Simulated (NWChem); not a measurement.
System: GeH3SeI; SMILES [Se](I)[GeH3]

Input file for NWChem:

```
start job
memory heap 200 mb stack 900 mb global 1100 mb
geometry units angstroms
  Se     1.138806    -0.451812     0.015689
  I     -0.246582     1.672417    -0.021032
  Ge    -0.680006    -1.969634     0.003278
  H     -0.003951    -3.351999     0.026389
  H     -1.542126    -1.749439     1.254659
  H     -1.505045    -1.773953    -1.276869
end
basis spherical
  * library 3-21g
end
dft
  xc b3lyp
  iterations 150
end
driver
  maxiter 120
end
task dft optimize
```

Excerpt of the output:

```
             Northwest Computational Chemistry Package (NWChem) 7.3.0
             --------------------------------------------------------

 CS  symmetry detected

                             Geometry "geometry" -> ""
                             -------------------------

 Output coordinates in angstroms (scale by  1.889725989 to convert to a.u.)

  No.       Tag          Charge          X              Y              Z
 ---- ---------------- ---------- -------------- -------------- --------------
    1 Se                  34.0000     1.14186486    -0.45570366     0.00000000
    2 I                   53.0000    -0.28800260     1.63916537     0.00000000
    3 Ge                  32.0000    -0.64481736    -2.01126831     0.00000000
    4 H                    1.0000     0.06024335    -3.37926009     0.00000000
    5 H                    1.0000    -1.49267777    -1.82099723     1.26595743
    6 H                    1.0000    -1.49267777    -1.82099723    -1.26595743

 Effective nuclear repulsion energy (a.u.)     934.3504493452

      Symmetry information
      --------------------

 Group name             Cs
 Group number              2
 Group order               2
 No. of unique centers     5

                                Z-matrix (autoz)
                                --------

 Units are Angstrom for bonds and degrees for angles

      Type          Name      I     J     K     L     M      Value
      ----------- --------  ----- ----- ----- ----- ----- ----------
    1 Stretch                  1     2                       2.53634
    2 Stretch                  1     3                       2.36897
    3 Stretch                  3     4                       1.53900
    4 Stretch                  3     5                       1.53549
    5 Stretch                  3     6                       1.53549
    6 Bend                     1     3     4               103.77777
    7 Bend                     1     3     5               109.57770
    8 Bend                     1     3     6               109.57770
    9 Bend                     2     1     3                96.72851
   10 Bend                     4     3     5               111.29167
   11 Bend                     4     3     6               111.29167
   12 Bend                     5     3     6               111.06892
   13 Torsion                  2     1     3     4         180.00000
   14 Torsion                  2     1     3     5         -61.05154
   15 Torsion                  2     1     3     6          61.05154

                           NWChem Geometry Optimization
                           ----------------------------

[...]

      ----------------------
      Optimization converged
      ----------------------

  Step       Energy      Delta E   Gmax     Grms     Xrms     Xmax
  ---- ---------------- -------- -------- -------- -------- --------
@    7  -11349.01547846 -4.9D-08  0.00003  0.00002  0.00018  0.00033
                                     ok       ok       ok       ok

                                Z-matrix (autoz)
                                --------

 Units are Angstrom for bonds and degrees for angles

      Type          Name      I     J     K     L     M      Value     Gradient
      ----------- --------  ----- ----- ----- ----- ----- ---------- ----------
    1 Stretch                  1     2                       2.72173    0.00003
    2 Stretch                  1     3                       2.45605   -0.00002
    3 Stretch                  3     4                       1.53872    0.00002
    4 Stretch                  3     5                       1.53439   -0.00003
    5 Stretch                  3     6                       1.53439   -0.00003
    6 Bend                     1     3     4               102.86689    0.00000
    7 Bend                     1     3     5               109.36211   -0.00001
    8 Bend                     1     3     6               109.36211   -0.00001
    9 Bend                     2     1     3                96.91771    0.00001
   10 Bend                     4     3     5               111.87967    0.00001
   11 Bend                     4     3     6               111.87967    0.00001
   12 Bend                     5     3     6               111.14079   -0.00000
   13 Torsion                  2     1     3     4         180.00000    0.00000
   14 Torsion                  2     1     3     5         -60.95849    0.00001
   15 Torsion                  2     1     3     6          60.95849   -0.00001

                         Geometry "geometry" -> "geometry"
                         ---------------------------------

 Output coordinates in angstroms (scale by  1.889725989 to convert to a.u.)

  No.       Tag          Charge          X              Y              Z
 ---- ---------------- ---------- -------------- -------------- --------------
    1 Se                  34.0000     1.20616006    -0.46494058     0.00000000
    2 I                   53.0000    -0.29734024     1.80382215     0.00000000
    3 Ge                  32.0000    -0.66282588    -2.05838635     0.00000000
    4 H                    1.0000     0.04965678    -3.42221963     0.00000000
    5 H                    1.0000    -1.50585900    -1.85366836     1.26559746
    6 H                    1.0000    -1.50585900    -1.85366836    -1.26559746

 Effective nuclear repulsion energy (a.u.)     885.5830798461

      Symmetry information
      --------------------

 Group name             Cs
 Group number              2
 Group order               2
 No. of unique centers     5

                Final and change from initial internal coordinates
                --------------------------------------------------

                                Z-matrix (autoz)
                                --------

 Units are Angstrom for bonds and degrees for angles

[...]
```

Level: B3LYP/3-21G, non-relativistic.
